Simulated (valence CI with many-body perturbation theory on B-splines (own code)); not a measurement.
**Ti8+: key properties**

Method: configuration interaction combined with many-body perturbation theory (CI+MBPT): four valence electrons over a frozen Dirac-Fock core [Ne], a basis of 11 s, 11 p, 9 d, 7 f, 5 g, 2 h, 1 i functions for each j, with the one-electron correlation potential Σ1, the two-electron term Σ2, the three-electron term Σ3, Breit, model QED; selected CI, second order for the rest, scaled by the run's own slope (own B-spline code, finite nucleus).

No measured levels were compared; by estimate levels of excited configurations hold to 0.05 to 0.15 % of their energy, terms of the ground configuration to about 0.5 %.

Rates and lifetimes use the calculated energies. Strong lines usually hold to 10 to 20 %, long lifetimes can be off by a factor of two.

Q: What is the ground level?

A: 3s²3p² ³P_0, composition 95 % 3s²3p² ³P + 1 % 3s²3p² ¹S.

Q: Name the longest-lived excited levels whose lifetime is computed, and their main decay.

A: 3s²3p² ³P_1 at 3115 cm⁻¹ lives 1.85 s, mostly by M1 to 3s²3p² ³P_0; 3s²3p² ³P_2 at 7290 cm⁻¹ lives 1.04 s, mostly by M1 to 3s²3p² ³P_1; 3s²3p² ¹D_2 at 28646 cm⁻¹ lives 64.7 ms, mostly by M1 to 3s²3p² ³P_2.

Q: What are the static dipole polarisabilities of the lowest levels?

A: 3s²3p² ³P_0 0.809; 3s²3p² ³P_1 0.812 (tensor 0.028); 3s²3p² ³P_2 0.814 (tensor -0.053); 3s²3p² ¹D_2 0.812 (tensor 0.11) bohr³, of which the core gives 0.0129.

Q: What is the ionisation energy?

A: 192.37 eV; NIST lists 192.1 ± 0.4 eV (semi-empirical).

Q: How is the term ³P of the ground level split?

A: J = 0 at 0, J = 1 at 3115, J = 2 at 7290 cm⁻¹.
